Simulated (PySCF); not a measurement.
Numbering as in the mapped SMILES `[CH3:1][C:2](=[O:3])[O:4][Si@@H:5]([F:6])[CH:7]1[CH2:8][CH2:9][CH2:10]1` (H(Xn): hydrogen on atom n). Ha(C8), Ha(C9), Ha(C10) are cis to Si5 on the ring; Hb(C8), Hb(C9), Hb(C10) are trans to Si5 on the ring.

Theory: geometry from PBE0-D3(BJ)/def2-SVP, NMR shieldings at B3LYP/pcSseg-1/GIAO, in PySCF 2.14.0 with density-fitted response routines (one computed conformer, fast rotation and ring inversion assumed for equivalent nuclei, non-relativistic Hamiltonian, isolated molecule).

Referencing at the same level of theory: TMS for ¹³C (σref 179.24) and ¹H (σref 31.38) and ²⁹Si (σref 337.86); ¹⁷O (σref 334.04) against H2O; ¹⁹F (σref 171.94) against CFCl3.

```
  atoms  nucleus  count  δ (ppm)
    Si5     ²⁹Si      1     -9.2
  H(C1)       ¹H      3     2.04
     C9      ¹³C      1     26.4
    C10      ¹³C      1        ?
Ha(C10)       ¹H      1        ?
 Hb(C9)       ¹H      1        ?
 Ha(C9)       ¹H      1     1.88
     C7      ¹³C      1     23.8
     C8      ¹³C      1     23.4
     F6      ¹⁹F      1   -191.2
     C1      ¹³C      1     22.5
     O4      ¹⁷O      1    238.7
 Hb(C8)       ¹H      1     1.76
 H(Si5)       ¹H      1     5.06
     C2      ¹³C      1    180.2
 Ha(C8)       ¹H      1     2.23
  H(C7)       ¹H      1        ?
     O3      ¹⁷O      1        ?
Hb(C10)       ¹H      1        ?
```

Question: Estimate the values marked ?.

Answer: 
- C10: 23.9 ppm, sp3 CH2 in a ring; aliphatic region, no heteroatom directly attached
- Hb(C9): 2.25 ppm, hydrogen on an sp3 CH2 in a ring
- H(C7): 2.21 ppm, hydrogen on an sp3 CH bonded to Si
- Ha(C10): 2.19 ppm, hydrogen on an sp3 CH2 in a ring
- Hb(C10): 1.75 ppm, hydrogen on an sp3 CH2 in a ring
- O3: 475.9 ppm, carbonyl oxygen

Shifts are as computed. Against solution values, carbons near 30 ppm lie about +2 ppm off and those near 130 ppm about +6 ppm. Of 1211 compounds with measured shifts, 218 miss one by over three times the rms of a fit or turn the order of signals round; such compounds aren't used in these exercises. Unscaled 19F shifts against computed CFCl3 carry errors that often reach 10 to 50 ppm. Unscaled 17O shifts of doubly bonded oxygen tend to come out too high, by tens of ppm or more. Experimental scales use liquid or dissolved standards, which lie at an offset from isolated H2O (liquid H2O: subtract about 36 ppm).
